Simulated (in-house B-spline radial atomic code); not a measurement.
## Ionising the niobium ion Nb⁴⁺ with different functionals

Computed with an all-electron radial atomic-structure program (B-spline basis): four-component Dirac-Coulomb Hamiltonian, Fermi nucleus of rms radius 4.324 fm, spin-restricted, spherical fractional occupations for the functionals, and exact exchange of hybrids averaged over the configuration. The ionisation energy is the difference of two self-consistent energies, [Kr] 4d1 → [Ar] 3d10 4s2 4p6, without Breit or QED terms; ε is the level of the shell that loses the electron (mean over j). The electron is taken from both j subshells in proportion to 2j + 1, so the result is a j average, not the step between ground levels.

| method | rung | ΔSCF (eV) | -ε(4d) (eV) |
| --- | --- | --- | --- |
| BHandHLYP | global hybrid | 50.32 | 47.07 |
| B3LYP | global hybrid | 50.41 | 44.99 |
| PBE0 | global hybrid | 50.34 | 45.30 |
| HSE06 | range-separated hybrid | 50.31 | 44.86 |

Task: Among the functionals, which spreads more, the ΔSCF values or the orbital energies?

Result: The orbital energies: ΔSCF values span about 0.10 eV and the orbital energies 2.22 eV; here energy differences depend much less on the functional than eigenvalues do.

Task: How do they compare with the NIST value?

Result: NIST lists 50.573 eV ± 0.0025 (measured, ground level to ground level). Errors run from -0.26 to -0.16 eV; B3LYP is closest (-0.16 eV), but part of that can be cancellation, since the calculations leave out Breit-QED terms, spin polarisation, the choice among j levels, multiplet and fine-structure energies.
